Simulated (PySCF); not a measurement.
Compound: CH₈AsGaS.
Geometry (PBE0-D3(BJ)/def2-SVP, Å), atoms numbered from 1 in this order:
```xyz
12
CH8AsGaS angstrom
C     -2.0878    0.6247    0.6550
S     -1.4500   -0.5605   -0.5769
Ga     0.2781   -1.5030    0.4991
As     1.8959    0.4215   -0.4729
H     -3.1459    0.4014    0.8523
H     -1.5363    0.5642    1.6037
H     -2.0141    1.6486    0.2614
H      0.9152   -2.7307   -0.2350
H      0.3606   -1.1829    2.0341
H      1.3649    1.8096   -0.1974
H      1.7916    0.4846   -1.9781
H      3.3738    0.7669   -0.3692
```

Theory: PBE0-D3(BJ)/def2-SVP geometry optimisation, gas phase (PySCF).

(1) Which atoms are bound to Ga3, and at what distances?

(2) List the angles at Ga3.

(3) Describe the arrangement about Ga3 in numbers.

(4) What are the other bond lengths?

(5) Give some angles away from the centre.

(6) What are the rotational constants (commonest isotopes, rigid rotor)?

Answers

(1) 4 atoms: H8 1.566 Å, H9 1.570 Å, S2 2.243 Å, As4 2.696 Å. The nearest atom not counted as bound is H6, at 2.96 Å.

(2) 
```tsv
angle	degrees	distance of the outer atoms (Å)
H8–Ga3–H9	126.6	2.80
S2–Ga3–H9	115.1	3.24
S2–Ga3–H8	114.7	3.23
As4–Ga3–H9	100.1	3.35
As4–Ga3–H8	98.4	3.31
S2–Ga3–As4	89.4	3.49
```

(3) Angles from 89.4° to 126.6°; τ4 = (360° − α − β)/141° = 0.84 with α and β the two widest (0 for a square, 1 for a tetrahedron).

(4) C1–S2 1.825 Å; C1–H5, C1–H6, C1–H7 1.099 Å; As4–H10, As4–H11 1.511 Å; As4–H12 1.521 Å.

(5) C1–S2–Ga3 102.6°.

(6) A = 2647, B = 1104, C = 873.2 MHz: an asymmetric top.

Point group: C1 (no symmetry element, even within 0.4 Å). Charge 0, singlet. PBE0-D3(BJ)/def2-SVP frequencies: not computed here.

Hardware: one thread, AMD EPYC 7R43 (x86_64), no GPU, on a shared host. Cost: 3.5 min of wall time, 0.55 GiB resident at most. These figures are those of the optimisation.

One conformer stands for the species.
